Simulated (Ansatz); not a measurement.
Ansatz (an electronic-structure program) job for CH₂N, SMILES C=[N], multiplicity 2, B3LYP-D3(BJ)/def2-TZVPD. 

Ansatz 0.2 input:
```yaml
crystal:
  periodic: [false, false, false]
  atoms:
    - {symbol: C, position_ang: [-0.00000000, -0.00000000, -0.48473636]}
    - {symbol: N, position_ang: [0.00000000, -0.00000000, 0.72883928]}
    - {symbol: H, position_ang: [0.00000000, 0.91072676, -1.09672841]}
    - {symbol: H, position_ang: [0.00000000, -0.91072676, -1.09672842]}
basis:
  gaussian:
    orbitals: def2-TZVPD
hamiltonian:
  xc: b3lyp
  dispersion: d3bj
magnetization: {spin_polarized: true, initial_magnetization: 1}
relax: {f_tol: 0.002, max_steps: 200}
```

It prints:

```
WARN ansatz: RAYON_NUM_THREADS=1 ignored (pool sized by the plan → 1); use --threads N
Functional definition: B3LYP
integrals: 0.01 GiB planned
455 factors; their error is unknown
mean field: 0.23 GiB planned
mean field evaluation 1: about -2555.0190 eV, gradient 2.7e1 eV
mean field evaluation 2: about -2553.3501 eV, gradient 3.3e1 eV
mean field evaluation 4: about -2558.4482 eV, gradient 2.1e0 eV
mean field evaluation 8: about -2558.4649 eV, gradient 5.2e-2 eV
mean field evaluation 16: about -2558.4649 eV, gradient 2.1e-5 eV
mean field -2558.46493992 eV, -94.0218523521 hartree, gradient 2.1e-5 eV, S^2 0.759061; 0 other end points of the search recorded, 0 dependent functions left out
the calculation of the forces begins
reference -2558.46514430 eV, -94.0218598632 hartree; 8, 7 occupied and 84, 85 virtual orbitals, 455 factors
relax step   1: F+E_penalty+E_count = -2558.52374130 eV  Δ(F+E_penalty+E_count) = +0.000e0 eV  max|allowed force component| = 1.960e0 eV/Å  Δτ_max = 0.0000 Å  (35 SCF iters, accepted)
these checks for a lower state are left out or cut short: starts, cluster_reference, orbital_swaps, neighbouring_geometries, increment
integrals: 0.01 GiB planned
455 factors; their error is unknown
mean field: 0.23 GiB planned
mean field -2558.49017003 eV, -94.0227795417 hartree, gradient 1.4e-5 eV, S^2 0.759645; 0 other end points of the search recorded, 0 dependent functions left out
the calculation of the forces begins
reference -2558.49037469 eV, -94.0227870629 hartree; 8, 7 occupied and 84, 85 virtual orbitals, 455 factors
relax step   2: F+E_penalty+E_count = -2558.54893974 eV  Δ(F+E_penalty+E_count) = -2.520e-2 eV  max|allowed force component| = 7.246e-1 eV/Å  Δτ_max = 0.0122 Å  (41 SCF iters, accepted)
these checks for a lower state are left out or cut short: starts, cluster_reference, orbital_swaps, neighbouring_geometries, increment
integrals: 0.01 GiB planned
455 factors; their error is unknown
mean field: 0.23 GiB planned
mean field evaluation 32: about -2558.4962 eV, gradient 1.2e-5 eV
mean field -2558.49619620 eV, -94.0230009993 hartree, gradient 1.2e-5 eV, S^2 0.759874; 0 other end points of the search recorded, 0 dependent functions left out
the calculation of the forces begins
reference -2558.49640063 eV, -94.0230085122 hartree; 8, 7 occupied and 84, 85 virtual orbitals, 455 factors
relax step   3: F+E_penalty+E_count = -2558.55496585 eV  Δ(F+E_penalty+E_count) = -6.026e-3 eV  max|allowed force component| = 9.157e-2 eV/Å  Δτ_max = 0.0135 Å  (40 SCF iters, accepted)
these checks for a lower state are left out or cut short: starts, cluster_reference, orbital_swaps, neighbouring_geometries, increment
integrals: 0.01 GiB planned
455 factors; their error is unknown
mean field: 0.23 GiB planned
mean field -2558.49663367 eV, -94.0230170761 hartree, gradient 1.1e-5 eV, S^2 0.759839; 0 other end points of the search recorded, 0 dependent functions left out
the calculation of the forces begins
reference -2558.49683787 eV, -94.0230245804 hartree; 8, 7 occupied and 84, 85 virtual orbitals, 455 factors
relax step   4: F+E_penalty+E_count = -2558.55541131 eV  Δ(F+E_penalty+E_count) = -4.455e-4 eV  max|allowed force component| = 2.009e-2 eV/Å  Δτ_max = 0.0038 Å  (42 SCF iters, accepted)
these checks for a lower state are left out or cut short: starts, cluster_reference, orbital_swaps, neighbouring_geometries, increment
integrals: 0.01 GiB planned
455 factors; their error is unknown
mean field: 0.23 GiB planned
mean field -2558.49664727 eV, -94.0230175760 hartree, gradient 1.1e-5 eV, S^2 0.759816; 0 other end points of the search recorded, 0 dependent functions left out
the calculation of the forces begins
reference -2558.49685141 eV, -94.0230250778 hartree; 8, 7 occupied and 84, 85 virtual orbitals, 455 factors
relax step   5: F+E_penalty+E_count = -2558.55542732 eV  Δ(F+E_penalty+E_count) = -1.601e-5 eV  max|allowed force component| = 1.028e-2 eV/Å  Δτ_max = 0.0006 Å  (42 SCF iters, accepted)
these checks for a lower state are left out or cut short: starts, cluster_reference, orbital_swaps, neighbouring_geometries, increment
integrals: 0.01 GiB planned
455 factors; their error is unknown
mean field: 0.23 GiB planned
mean field -2558.49664832 eV, -94.0230176145 hartree, gradient 1.1e-5 eV, S^2 0.759822; 0 other end points of the search recorded, 0 dependent functions left out
the calculation of the forces begins
reference -2558.49685246 eV, -94.0230251163 hartree; 8, 7 occupied and 84, 85 virtual orbitals, 455 factors
relax step   6: F+E_penalty+E_count = -2558.55542806 eV  Δ(F+E_penalty+E_count) = -7.398e-7 eV  max|allowed force component| = 4.721e-4 eV/Å  Δτ_max = 0.0001 Å  (42 SCF iters, accepted)
integrals: 0.01 GiB planned
455 factors; their error is unknown
mean field: 0.23 GiB planned
mean field evaluation 64: about -2555.2984 eV, gradient 2.6e1 eV
mean field -2558.49664832 eV, -94.0230176145 hartree, gradient 1.1e-5 eV, S^2 0.759822; 1 other end points of the search recorded, 0 dependent functions left out
the calculation of the forces begins
reference -2558.49685246 eV, -94.0230251163 hartree; 8, 7 occupied and 84, 85 virtual orbitals, 455 factors
Total energy: -2558.55563220 eV, -94.0251852320 hartree
Atom 0 at     0.000001     0.000000    -0.509473 Å, force    -0.000000    -0.000000     0.000472 eV/Å
Atom 1 at    -0.000000    -0.000000     0.728070 Å, force     0.000000    -0.000000    -0.000445 eV/Å
Atom 2 at    -0.000000     0.936006    -1.083976 Å, force     0.000000     0.000252    -0.000014 eV/Å
Atom 3 at    -0.000000    -0.936006    -1.083976 Å, force    -0.000000    -0.000252    -0.000014 eV/Å
Dipole moment:     0.000000    -0.000000    -0.521735 e Å
```

The run converged.
